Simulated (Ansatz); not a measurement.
System: C3H5Cl, charge 0, multiplicity 1. SMILES: C/C=C/Cl
Coordinates optimised at B3LYP-D3(BJ)/def2-TZVP (Ansatz, a quantum-chemistry and plane-wave program):
```
C
C 1 1.3231
H 2 1.0812 1 123.80
H 1 1.0847 2 119.00 3 180.00
C 1 1.4957 4 117.58 2 -180.00
H 5 1.0904 1 111.68 4 180.00
H 5 1.0934 6 108.21 1 -122.25
H 5 1.0934 6 108.21 7 -115.50
Cl 2 1.7403 3 112.81 1 180.00
```
Charge 0, spin multiplicity 1.

Task: Give the harmonic wavenumbers at B3LYP-D3(BJ)/def2-TZVP (Ansatz, finite differences of forces, unscaled).

Result: 202, 236, 260, 423, 789, 799, 963, 966, 1070, 1115, 1274, 1324, 1416, 1479, 1488, 1697, 3023, 3067, 3103, 3162, 3197 cm⁻¹. Zero-point energy 44.4 kcal/mol.

Task: From these and the geometry, give the ideal-gas thermochemistry at 298.15 K and 1 atm (rigid rotor, harmonic oscillator).

Result: Point group Cs, rotational symmetry number 1. Rotational constants 42.09, 2.424, 2.324 GHz. S(trans) 38.92, S(rot) 24.72, S(vib) 7.37, S(elec, spin only) 0.00, S 71.0 cal/(mol K). H(298) - H(0) 3.73 kcal/mol; G - E(el) 26.9 kcal/mol.
